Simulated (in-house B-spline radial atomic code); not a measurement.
# Cd⁵⁺: 1s1 2s2 2p6 3s2 3p6 3d10 4s2 4p6 4d8 (with a hole in an inner shell)

Level of theory: Dirac-Hartree-Fock, average of configuration, Fermi nucleus of rms radius 4.6087 fm; calculated with a radial B-spline atomic code at the basis-set limit.

Screening seen three ways: the hydrogenic charge with the same mean radius, Z_r = [3n² - l(l+1)]/(2<r>), the one with the same energy, Z_e = n√(-2ε), and Slater's rules. Values are occupation-weighted means over j. An effective charge above Z reflects the relativistic contraction of the inner shells.

```tsv
shell	electrons	ε (eV)	<r> (bohr)	Z_r	Z_e	Slater
1s	1	-27648	0.03028	49.54	45.08	48.00
2s	2	-4305.6	0.1292	46.46	35.58	44.70
2p	6	-3913.9	0.1124	44.48	33.92	44.70
3s	2	-913.33	0.349	38.68	24.58	37.75
3p	6	-773.76	0.3458	36.15	22.62	37.75
3d	10	-543.6	0.3231	32.50	18.96	27.85
4s	2	-209.34	0.8486	28.28	15.69	21.25
4p	6	-163.38	0.9072	25.35	13.86	21.25
4d	8	-93.304	1.07	19.63	10.47	10.55
```

The least bound orbital is 4d5/2 at -92.88 eV, and it is also the most diffuse (<r> = 1.074 bohr). The part-filled 1s shell lies below the filled 4p shell in orbital energy.

Spin-orbit splittings of the orbital energies (j = l + 1/2 above j = l - 1/2 when positive): 2p 207.5 eV, 3p 38.66 eV, 3d 7.99 eV, 4p 7.052 eV, 4d 1.05 eV.

For the 1s electron the small component carries 3.12 % of the norm, the zero-frequency Breit interaction raises the level by 20.23 eV, self-energy by 33.68 eV, and vacuum polarisation lowers it by 4.296 eV.
